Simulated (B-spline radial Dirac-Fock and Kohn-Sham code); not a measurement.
# Ru²⁺ 3p3/2: cross section and angular parameters

System: ruthenium as Ru²⁺ in the configuration [Kr] 4d6; threshold 480.9 eV (orbital energy of the model). Calculated with a B-spline atomic structure program, using Dirac-Hartree-Slater photoionisation with a Latter tail; cross sections with all multipoles, angular parameters from the dipole term and its interference with E2.

For linearly polarised light dσ/dΩ = σ/(4π) [1 + β P₂(cos θ) + (δ + γ cos²θ) sin θ cos φ], with θ from the polarisation vector and φ the angle between the beam and the projection of the electron momentum on the plane normal to the polarisation.

```
hν (eV)  σ (kb)      β       γ      δ
    600     349  0.959   0.240  0.075
    888     220  1.467   0.093  0.009
    942     202  1.502   0.060  0.006
   1150     147  1.581  -0.014  0.003
   1980    52.2  1.637   0.074  0.006
   2030    49.5  1.636   0.086  0.007
   3900    11.0  1.539   0.569  0.022
   4000    10.3  1.533   0.592  0.023
   4700    6.81  1.491   0.746  0.031
   5360    4.82  1.453   0.875  0.038
   5450    4.61  1.447   0.892  0.039
   5520    4.45  1.443   0.905  0.040
   5640    4.20  1.437   0.926  0.041
   6190    3.27  1.406   1.021  0.048
 9251.7    1.05  1.256   1.429  0.087
  12000       ?      ?       ?      ?
  15000   0.243  1.040   1.881  0.165
```

Problem. Give the values at 12000 eV.

Solution. σ = 0.482 kb, β = 1.144, γ = 1.680, δ = 0.124.
